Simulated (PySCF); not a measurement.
FH2MoNO2, multiplicity 1. Atoms are numbered in the order given.

```xyz
7

Mo     0.0549    -0.0407     0.0000
O      0.9953    -0.2155     1.3875
O      0.9953    -0.2155    -1.3875
F     -1.3242    -1.2913     0.0000
N     -0.6756     1.7389     0.0000
H     -0.7907     2.3024     0.8414
H     -0.7907     2.3024    -0.8414
```

Geometry: B3LYP-D3(BJ)/def2-SVP. The multiplicity is an assumed one; no other spin state was optimised. The structure was generated by enumeration; whether it is a known compound was not checked. The def2 effective core potentials stand for the cores of Mo; spin–orbit coupling is left out. The values are those of a single conformer.

Calculation: PySCF with PBE/def2-TZVP.

Computed frontier levels, gap, dipole moment and polarisability:
| Property | Value |
|---|---|
| highest occupied level | -7.51 eV |
| lowest empty level | -3.22 eV |
| orbital gap | 4.29 eV |
| dipole moment | 3.77 D |
| quadrupole, principal values (traceless, Buckingham form, about the centre of nuclear charge) | -7.76, -3.18, 10.94 D·Å |
| mean static polarisability | 50.7 bohr³ (7.51 Å³) |
| polarisability, principal values | 44.1, 51.4, 56.6 bohr³ |
